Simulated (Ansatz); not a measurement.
Start from `N[SiH3]` and change one atom or group to get `[SiH3][NH][SnH3]`.

Ansatz, PBE0-D4/def2-TZVP geometries, multiplicity 1. 

Elements past krypton have def2 core potentials.

| property | `N[SiH3]` |
| --- | --- |
| ideal-gas entropy at 298 K and 1 bar (rigid rotor, harmonic PBE0-D4/def2-TZVP) / J/(mol·K) | 264 |
| LUMO energy (PBE0/def2-TZVPP) / eV | 0.34 |
| zero-point energy (PBE0-D4/def2-TZVP) / kJ/mol | 132.0 |
| HOMO–LUMO gap (ωB97M-V/def2-TZVPP) / eV | 11.63 |
| LUMO energy (B3LYP/def2-TZVPP) / eV | 0.05 |
| LUMO energy (PBE/def2-TZVPP) / eV | -0.49 |

Question: What does the change do to each property? (Estimate.)

Answer: Computed: 
```tsv
property	`[SiH3][NH][SnH3]`	shift
ideal-gas entropy at 298 K and 1 bar (rigid rotor, harmonic PBE0-D4/def2-TZVP) / J/(mol·K)	362	98
LUMO energy (PBE0/def2-TZVPP) / eV	-0.45	-0.79
zero-point energy (PBE0-D4/def2-TZVP) / kJ/mol	159.0	27.0
HOMO–LUMO gap (ωB97M-V/def2-TZVPP) / eV	10.47	-1.16
LUMO energy (B3LYP/def2-TZVPP) / eV	-0.68	-0.73
LUMO energy (PBE/def2-TZVPP) / eV	-1.24	-0.75
```

With PBE0 the HOMO rises by 0.27 eV and the LUMO falls by 0.79 eV, so the gap narrows by about 1.06 eV. PBE moves the HOMO by 0.17 eV and ωB97M-V by 0.34 eV. The zero-point energy changes by 27.0 kJ/mol with +9 modes. Modes under 60 cm⁻¹, often nearly free rotors, make the harmonic entropy too high.

B3LYP here is the variant with VWN-RPA as its local correlation; programs differ in this.
